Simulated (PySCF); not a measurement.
Threshold energies of GeTe in a plasma

PBE in PySCF with def2-TZVPPD on every atom (core potentials on Te), for the lowest determinant that a PBE0 search found; no spin–orbit coupling.

| species | state (unpaired electrons) | Re (Å) | ωe (cm⁻¹) | energy of the minimum from the neutral (eV) | De (eV) | dissociates to |
| --- | --- | --- | --- | --- | --- | --- |
| GeTe | singlet (closed shell) | 2.367 | 315 | 0.00 | 4.74 | Ge + Te |
| GeTe⁺ | doublet (π ↑) | 2.517 | 256 | 8.93 | 3.70 | Ge⁺ + Te |
| GeTe⁻ | doublet (π ↑) | 2.490 | 253 | -0.89 | 3.57 | Ge + Te⁻ |

Work out the lowest energy to break GeTe into atoms, from its vibrational ground state.

D0 = De − ωe/2 = 4.74 − 0.02 = 4.72 eV (PBE/def2-TZVPPD).

Work out the ionisation energy of the Ge atom at this level and the threshold of dissociative ionisation.

IE(Ge) = 8.93 + 3.70 − 4.74 = 7.89 eV, so Ge⁺ + Te + e⁻ appears at D0 + IE(Ge) = 12.61 eV (PBE/def2-TZVPPD). The measured IE(Ge) is 7.899 eV (NIST ASD).

Work out the electron affinity of the Te atom and the threshold of dissociative attachment.

EA(Te) = 4.74 − 3.57 − (-0.89) = 2.06 eV, so Ge + Te⁻ needs D0 − EA(Te) = 2.66 eV (PBE/def2-TZVPPD). The measured EA(Te) is 1.971 eV.

At which energy does ion-pair formation open?

Ge⁺ + Te⁻ lies at D0 + IE(Ge) − EA(Te) = 10.55 eV (PBE/def2-TZVPPD).

These are thermodynamic thresholds; the onsets seen under electron impact lie higher where the geometry changes, and cross-sections peak well above them.

Spin–orbit coupling is left out, which matters for elements this heavy, above all for dissociation energies. For an ion De counts to the pair picked by the measured ionisation energies or electron affinities, which need not be the lowest pair at this level. The highest Kohn–Sham level is positive in this anion. Much of that is self-interaction error, but it also means that the finite basis helps to hold the extra electron. States were picked by a PBE0 search and need not be the measured ground states.
